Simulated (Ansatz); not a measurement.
Species: C₄H₉Cl₃Si, charge 0, multiplicity 1. 
Geometry from a B3LYP-D3(BJ)/def2-TZVP (Ansatz, a quantum-chemistry and plane-wave program) optimisation:
SMILES: CCCC[Si](Cl)(Cl)Cl
```xyz
17

C      4.4593    -0.1609     0.6825
C      3.2496     0.7621     0.5736
C      1.9507     0.0038     0.3050
C      0.7360     0.9323     0.1958
Si    -0.8695     0.0693    -0.1298
Cl    -2.4030     1.4260    -0.2517
Cl    -1.3007    -1.2575     1.3756
Cl    -0.7898    -0.9740    -1.8955
H      4.3335    -0.8790     1.4962
H      5.3737     0.4029     0.8742
H      4.6046    -0.7285    -0.2396
H      3.4114     1.4906    -0.2273
H      3.1422     1.3412     1.4963
H      1.7855    -0.7236     1.1048
H      2.0545    -0.5743    -0.6176
H      0.6073     1.5099     1.1167
H      0.8770     1.6596    -0.6101
```
Charge 0, spin multiplicity 1.

Property: vertical triplet-singlet gap (E(triplet) - E(singlet); each state is the SCF solution reached for its spin), in kcal/mol. Correlated levels leave the core frozen unless marked. Open shells are spin-unrestricted. Spin-orbit coupling is left out. Non-relativistic. 

```tsv
level	program	vertical triplet-singlet gap (kcal/mol)
HF/aug-cc-pV(T+d)Z	Ansatz	183.8
PBE/def2-TZVPD	Ansatz	149.0
r2SCAN/def2-TZVPD	Ansatz	160.3
BHLYP/def2-TZVPD	Ansatz	180.4
B2PLYP/def2-TZVPD	Ansatz	177.3
RI-MP2/aug-cc-pV(T+d)Z	Ansatz	191.2
```
